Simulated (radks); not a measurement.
The numbers below are computed, except where a source is named.
Question: These are the eigenvalues of the occupied orbitals of an atom or ion with whole-number occupations (Ry). Code: a radial shooting solver on a logarithmic mesh with Libxc functionals. Model: Dirac Kohn-Sham, PBE, spin-unpolarised, spherical densities, point nucleus.

| orbital | eigenvalue |
|---|---|
| 1s1/2 | -863.4407 |
| 2s1/2 | -111.5318 |
| 2p1/2 | -99.89384 |
| 2p3/2 | -97.20586 |
| 3s1/2 | -16.27188 |
| 3p1/2 | -12.36018 |
| 3p3/2 | -11.99066 |
| 3d3/2 | -5.29814 |
| 3d5/2 | -5.24418 |
| 4s1/2 | -3.03528 |
| 6d3/2 | -0.33279 |

Which element is it, and in what charge state? The configuration may be excited. Open shells, if any, fill j = l - 1/2 first.

Answer: Z = 33, arsenic, charge +2: As2+ in [Ar] 3d10 4s2 6d1. The list shows which subshells hold electrons but not how many an open one holds; the 1s level, -431.72 hartree, gives Z - s = 29.4 by -(Z - s)^2/2, which with screening and relativity narrows Z to a few neighbours, and the depths of the outer levels then fix element, charge and occupations together.
